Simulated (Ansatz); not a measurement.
Born–Oppenheimer molecular dynamics of C₂H₇BSi (11 atoms, charge 0, multiplicity 1). It starts from a relaxed structure.

Theory: RKS B3LYP/STO-3G in Ansatz.

* ensemble: NVE (velocity Verlet)
* time step: 0.5 fs
* steps asked: 600
* starting velocities drawn for: 300 K
* seed: 635214

First frame:

```xyz
11
Properties=species:S:1:pos:R:3
C -0.977 1.531 -0.220
B -0.189 0.186 -0.104
C 0.431 -0.757 0.993
Si 0.828 -1.290 -0.753
H -1.598 1.603 -1.127
H -1.604 1.754 0.657
H -0.229 2.344 -0.291
H -0.274 -1.365 1.575
H 1.196 -0.337 1.657
H 2.195 -1.143 -1.196
H 0.223 -2.525 -1.192
```

Problem. How far do the bonds stretch over the last three quarters of this one trajectory? (Pairs bonded in most of those frames.)

Solution. 
| bond | mean (Å) | spread (Å) | shortest | longest |
| --- | --- | --- | --- | --- |
| C1–B2 | 1.564 | 0.020 | 1.52 | 1.61 |
| C1–H5 | 1.105 | 0.005 | 1.10 | 1.12 |
| C1–H6 | 1.105 | 0.006 | 1.09 | 1.12 |
| C1–H7 | 1.101 | 0.008 | 1.09 | 1.12 |
| B2–C3 | 1.570 | 0.023 | 1.51 | 1.62 |
| B2–Si4 | 1.906 | 0.023 | 1.85 | 1.95 |
| C3–Si4 | 1.875 | 0.018 | 1.83 | 1.92 |
| C3–H8 | 1.100 | 0.013 | 1.07 | 1.13 |
| C3–H9 | 1.100 | 0.016 | 1.07 | 1.13 |
| Si4–H10 | 1.446 | 0.017 | 1.41 | 1.48 |
| Si4–H11 | 1.446 | 0.018 | 1.41 | 1.48 |

Mean temperature of the second half: 154 K. The conserved energy stayed within 0.12 meV per atom of its start (net change 0.03 meV per atom), so the integration is sound. Over the second half the temperature averaged 0.51 of the 300 K drawn at the start: a run that starts near a minimum puts about half its kinetic energy into the potential. A run of 0.3 ps of so small a system gives no equilibrium averages. Limits of this set-up: minimal basis.

The run took 11 min on 1 thread of Arm Neoverse V2 (shared host), peak memory 0.08 GiB.
